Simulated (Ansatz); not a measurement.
Geometry optimisation, UKS PBE/def2-SVP (Ansatz).

input.yaml

```yaml
crystal:
  periodic: [false, false, false]
  atoms:
    - { symbol: "N", position_ang: [-2.28915, 0.60951, 0.22677] }
    - { symbol: Al, position_ang: [-0.92584, -0.17767, -0.44353] }
    - { symbol: Al, position_ang: [1.55346, -0.16716, 0.14658] }
    - { symbol: Cl, position_ang: [-1.13874, -1.47593, -2.11178] }
    - { symbol: H, position_ang: [-2.18579, 1.22272, 1.02921] }
    - { symbol: H, position_ang: [1.96949, 0.72248, 1.44026] }
    - { symbol: H, position_ang: [3.01657, -0.73394, -0.28752] }
total_charge: -1
magnetization:
  spin_polarized: true
basis:
  gaussian: { orbitals: def2-SVP }
hamiltonian:
  xc: pbe
relax:
  f_tol: 0.02
  max_steps: 50
```

Run as:

```bash
$ ansatz run input.yaml --threads 2 --pin off --max-ram 3072MiB --backend cpu --events-out ev --progress --plain --runs-dir out
```

Task: Where does it end, and by what steps?

Result: It converged. Limits of this set-up: an anion without diffuse functions. After 7 steps the energy has fallen by 0.155 eV; H6 moved furthest, 0.17 Å.

```json
{"step": "0", "energy less start (eV)": "0.0000", "largest force component (eV/Å)": "0.926", "accepted": "yes"}
{"step": "1", "energy less start (eV)": "-0.1118", "largest force component (eV/Å)": "0.646", "accepted": "yes"}
{"step": "2", "energy less start (eV)": "-0.1446", "largest force component (eV/Å)": "0.155", "accepted": "yes"}
{"step": "3", "energy less start (eV)": "-0.1471", "largest force component (eV/Å)": "0.344", "accepted": "yes"}
{"step": "4", "energy less start (eV)": "-0.1470", "largest force component (eV/Å)": "0.233", "accepted": "no"}
{"step": "5", "energy less start (eV)": "-0.1551", "largest force component (eV/Å)": "0.024", "accepted": "yes"}
{"step": "6", "energy less start (eV)": "-0.1552", "largest force component (eV/Å)": "0.023", "accepted": "yes"}
{"step": "7", "energy less start (eV)": "-0.1553", "largest force component (eV/Å)": "0.002", "accepted": "yes"}
```

```xyz
7
Properties=species:S:1:pos:R:3
N -2.329 0.602 0.193
Al -0.910 -0.201 -0.454
Al 1.565 -0.085 0.270
Cl -1.178 -1.534 -2.194
H -2.116 1.202 1.013
H 2.068 0.792 1.565
H 2.900 -0.775 -0.394
```

Run time: 15 s on 2 threads of Intel(R) Xeon(R) Platinum 8488C (Sapphire Rapids), with other jobs on the host, peak memory 0.17 GiB.
